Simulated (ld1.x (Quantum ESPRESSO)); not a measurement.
## An all-electron radial function and its pseudo partner (Si (Z = 14))

Columns: radius, all-electron u(r) and pseudo u(r) of the 3p shell (level -11.76 eV) of silicon in the configuration [Ne] 3s2 3p1; LDA (PZ), non-relativistic, ultrasoft scheme, ld1.x (Quantum ESPRESSO) 7.5.

| r (bohr) | all-electron | pseudo |
| --- | --- | --- |
| 0.123 | 0.1532 | -0.0090 |
| 0.245 | 0.2821 | -0.0352 |
| 0.368 | 0.2916 | -0.0773 |
| 0.490 | 0.2192 | -0.1320 |
| 0.613 | 0.1050 | -0.1966 |
| 0.735 | -0.0225 | -0.2664 |
| 0.858 | -0.1494 | -0.3385 |
| 0.980 | -0.2653 | -0.4081 |
| 1.103 | -0.3679 | -0.4731 |
| 1.225 | -0.4538 | -0.5301 |
| 1.348 | -0.5246 | -0.5783 |
| 1.470 | -0.5797 | -0.6163 |
| 1.593 | -0.6212 | -0.6446 |
| 1.715 | -0.6498 | -0.6635 |
| 1.838 | -0.6675 | -0.6743 |
| 1.960 | -0.6754 | -0.6780 |
| 2.083 | -0.6752 | -0.6757 |
| 2.205 | -0.6681 | -0.6682 |
| 2.328 | -0.6554 | -0.6554 |
| 2.450 | -0.6384 | -0.6384 |
| 2.573 | -0.6176 | -0.6176 |
| 2.695 | -0.5943 | -0.5943 |
| 2.818 | -0.5690 | -0.5690 |
| 2.940 | -0.5424 | -0.5424 |
| 3.063 | -0.5149 | -0.5149 |
| 3.185 | -0.4873 | -0.4873 |

(1) How many radial nodes do the two functions have?

(2) At about which radius was the pseudo-wave matched?

(3) Where does each function peak?

(4) Is the pseudo-wave norm-conserving?

Results:

(1) The all-electron 3p function has n − l − 1 = 1; the pseudo-wave has 0, since the states of the same l below it are removed with the core.

(2) 2.25 bohr. The columns agree to 0.0005 from 2.08 bohr on; several derivatives are matched, so the curves merge somewhat inside the radius.

(3) Outermost all-electron maximum near 1.96 bohr, pseudo maximum near 1.96 bohr (to the table’s step).

(4) No, it belongs to an ultrasoft set: the norm inside the radius is not constrained, and the difference is carried by the augmentation charge.
